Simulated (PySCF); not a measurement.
**Low-lying terms of Ga¹³⁺ (gallium, charge +13)**

Ground state [Ar], ¹S. All numbers are calculated (PySCF 2.14, the spin-free X2C one-electron Hamiltonian (Gaussian nucleus), in an even-tempered Gaussian basis (21 s from 0.149 bohr⁻², ratio 2.5; 14 p from 0.192 bohr⁻², ratio 2.5; 7 d from 0.147 bohr⁻², ratio 2.7; 3 f from 12 bohr⁻², ratio 2.7)). Vertical excitation energies in eV without spin-orbit coupling; excited terms of each kind are numbered among those the solver found. Frozen: [Ne].

```csv
term,leading excitation,EOM-EE-CCSD
1 3P°,3p → d,72.635
1 3F°,3p → d,75.922
1 1D°,3p → d,80.758
1 3D°,3p → d,80.987
1 1F°,3p → d,81.333
1 1P°,3p → d,101.99
1 3D,3s → d,129.35
1 1D,3s → d,132.96
2 3D,3p → p,246.82
2 1D,3p → p,247.99
```

The spin-orbit splitting of the hole, absent here, rivals or exceeds the spacing of these terms, so the LS terms are model states.

The solver can miss terms. The 27 highest virtual orbitals were dropped.
